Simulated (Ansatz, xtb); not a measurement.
**Ranking isomers of C2H7NOSn**

6 gas-phase structures of C2H7NOSn, from a drawn sample of its isomers (lower ones may exist). Each was relaxed with GFN2-xTB; where two conformers were screened, the lower at r2SCAN-D4/def2-SVP is listed:

A. `CC[NH][Sn][OH]`, a singlet
B. `CC[O][Sn][NH2]`, a singlet
C. `C[NH][Sn][O]C`, a singlet
D. `C[C@H](O)[NH][SnH]`, a singlet
E. `C[N](C)[Sn][OH]`, a singlet
F. `CNC[O][SnH]`, a singlet

**Question.** Make a reasoned guess at their ranking by r2SCAN-D4/def2-SVP single-point energy.

**Answer.** Calculated order at r2SCAN-D4/def2-SVP: A (0.0), B (2.5), E (5.3), C (14.2), D (25.0), F (35.3) kcal/mol.

Energies above the lowest of each column, in kcal/mol; the last columns are at PBE0-D4/def2-SVP geometries and were run for some of them only (a dash: not run or not comparable):

```
structure  GFN2-xTB  HF/STO-3G  r2SCAN-D4/def2-SVP  PBE0-D4/def2-SVP  CCSD(T)/def2-SVP + ΔMP2/def2-TZVPP
        A       0.0        1.8                 0.0               0.0                                 0.0
        B       3.5        0.0                 2.5               2.2                                 3.1
        E       4.2        3.8                 5.3               5.2                                 5.9
        C      12.4        5.5                14.2                 –                                   –
        D      15.5       20.9                25.0                 –                                   –
        F      13.8       41.9                35.3                 –                                   –
```

CCSD(T)/def2-SVP + ΔMP2/def2-TZVPP puts A lowest of those it was run on; HF/STO-3G picks B. Flexible structures stand in one conformer each, not always the lowest. Frequencies (GFN2-xTB) were run for A, B, E alone. Atoms past krypton carry core potentials in the def2 sets, without spin–orbit terms. ΔMP2 is the change of the MP2 energy from the smaller to the larger basis.

Over these structures GFN2-xTB departs from r2SCAN-D4/def2-SVP by 6.7 kcal/mol on average once a common shift is removed. A GFN2-xTB relaxation took about 0.17 s and the r2SCAN-D4/def2-SVP energy about 1.8 s on a shared host (Ansatz 0.2.0, xtb 6.7.1).
